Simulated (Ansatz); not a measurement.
H4GeOSi, SMILES `[OH][Ge][SiH3]` (excited triplet; H–O–Ge–Si torsion 102°) (charge 0, multiplicity 3). This triplet is an excited state, 1.32 eV above the relaxed singlet at the level frozen-core CCSD(T)/cc-pVTZ // B3LYP-D3(BJ)/def2-TZVP (Ansatz, a quantum-chemistry and plane-wave program).

Z-matrix (Å, degrees):
```
Si
H 1 1.4791
H 1 1.4820 2 110.77
H 1 1.4831 2 110.69 3 121.59
Ge 1 2.4400 2 104.08 4 119.47
O 5 1.8127 1 111.55 2 178.83
H 6 0.9641 5 113.14 1 102.46
```
Charge 0, spin multiplicity 3.

**Question.** Give the natural occupations of the active orbitals, the CASSCF energy and the corrected energy for Ansatz with frozen-core fic-MRCISD+Q@CASSCF(6e,6o)/cc-pVTZ // B3LYP-D3(BJ)/def2-TZVP.

**Answer.** 
```
Item                                                 Result
-----------------------  ----------------------------------
natural occupations      1.98, 1.98, 1.00, 1.00, 0.02, 0.02
CASSCF energy                                 -2441.5923 Ha
corrected energy                              -2442.1009 Ha
weight of the reference                               0.879
```
